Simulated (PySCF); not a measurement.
Computed IR spectrum (relative IR intensity) of a molecule C₄H₈S. The structure is a stationary point at PBE-D3(BJ)/def2-SVP. The values are those of a single conformer. All values below come from PySCF 2.14.0 with PBE-D3(BJ)/def2-SVP. Frequencies are harmonic and unscaled.

```
ν (cm⁻¹)  relative intensity
--------  ------------------
114                      3.3
503                      3.1
672                      4.6
806                      3.6
855                      3.2
874                      2.6
884                      2.8
954                      4.5
1115                     2.2
1162                      11
1190                     4.0
1226                      24
1245                     2.7
1400                     8.5
1402                      11
1414                     3.2
2978                      81
2985                     100
3031                      28
3039                      41
3054                      54
```

### Question
Identify the compound among the candidates.
(A) SCC1CC1
(B) C1CCSC1
(C) CC1CSC1
(D) C[C@H]1CCS1

### Answer
B, C1CCSC1
